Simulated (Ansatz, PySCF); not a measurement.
CH5Si, SMILES [SiH3][CH2], multiplicity 2. Atoms are numbered in the order given.

```xyz
7

C      1.2667    -0.1438    -0.0041
Si    -0.5638     0.0624    -0.0067
H      1.9452     0.6588     0.2614
H      1.7490    -1.0879    -0.2302
H     -1.1425    -0.2467     1.3287
H     -0.9243     1.4611    -0.3412
H     -1.1843    -0.8571    -0.9905
```
Charge 0, spin multiplicity 2.

Geometry: B3LYP-D3(BJ)/def2-TZVP. The isomer is the one that the SMILES or the coordinates give; other isomers of the formula were not compared.

Two levels are set side by side: PBE-D3(BJ)/def2-TZVP (Ansatz, a first-principles code) and B3LYP-D3(BJ)/def2-TZVP (Ansatz). Each level has its own optimised geometry; the coordinates shown are those of the second. Frequencies come from the Hessian of PySCF at each geometry. Differences are taken from unrounded values.

```
quantity                            B3LYP-D3(BJ)
----------------------------------  ------------
mean bond length (Å)                       1.411
bond C1–Si2 (Å)                            1.842
bond C1–H3 (Å)                             1.084
bond C1–H4 (Å)                             1.084
bond Si2–H5 (Å)                            1.488
bond Si2–H6 (Å)                            1.483
bond Si2–H7 (Å)                            1.483
highest harmonic wavenumber (cm⁻¹)          3217
mean harmonic wavenumber (cm⁻¹)             1373
zero-point energy (kcal/mol)               29.45
```

Question: What does PBE-D3(BJ) give, and how far is it from B3LYP-D3(BJ)? (The exact figures need the calculation; the answer reports its results.)

Answer: 
| quantity | PBE-D3(BJ) | PBE-D3(BJ) minus B3LYP-D3(BJ) |
|---|---|---|
| mean bond length (Å) | 1.421 | 0.010 |
| bond C1–Si2 (Å) | 1.845 | 0.003 |
| bond C1–H3 (Å) | 1.092 | 0.008 |
| bond C1–H4 (Å) | 1.092 | 0.008 |
| bond Si2–H5 (Å) | 1.503 | 0.015 |
| bond Si2–H6 (Å) | 1.496 | 0.014 |
| bond Si2–H7 (Å) | 1.496 | 0.014 |
| highest harmonic wavenumber (cm⁻¹) | 3161 | -57 |
| mean harmonic wavenumber (cm⁻¹) | 1330 | -43 |
| zero-point energy (kcal/mol) | 28.53 | -0.92 |

GGA bonds tend to be longer and softer than those of functionals with exact exchange. Differences between two approximate levels are no errors against the true value.
